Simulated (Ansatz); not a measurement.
Reaction (formal hydrolysis of a B–Br bond): `OB(Br)Br` + H₂O → `OB(O)Br` + HBr

Gas-phase electronic energies from Ansatz, PBE0-D4/def2-TZVP geometries. CBS: MP2 limit from def2 TZ/QZ plus the TZ coupled-cluster correction, frozen cores. This one scheme is used for every species. Functionals use def2-TZVPP. For Br outer-core shells are correlated without core-valence functions, which leaves a few kJ/mol of doubt a bond. Scalar relativity is left out up to krypton. Each species was taken in one conformer, which may not be the lowest.

CCSD(T)/CBS gives -12.7 kcal/mol.

**Question.** Another level gave -15.0 kcal/mol. Which?
A. CAM-B3LYP/def2-TZVPP
B. PBE/def2-TZVPP
C. revPBE-D4/def2-TZVPP
D. CCSD/def2-TZVPP

**Answer.** D. CCSD/def2-TZVPP -15.0, revPBE-D4 -12.1, PBE -13.3, CAM-B3LYP -17.2 kcal/mol.

Largest T1 diagnostic among the species: 0.010.

At CCSD(T), def2-SVP lies −6.5 kcal/mol from the extrapolated value and def2-TZVPP −1.5 kcal/mol. Leaving LDA and LC-ωPBE aside and taking each functional with its dispersion term where it has one, the values, not all of them listed here, spread over 4.5 kcal/mol, from CAM-B3LYP-D4 to revPBE-D4. LDA lies −1.9 kcal/mol from PBE without D4.
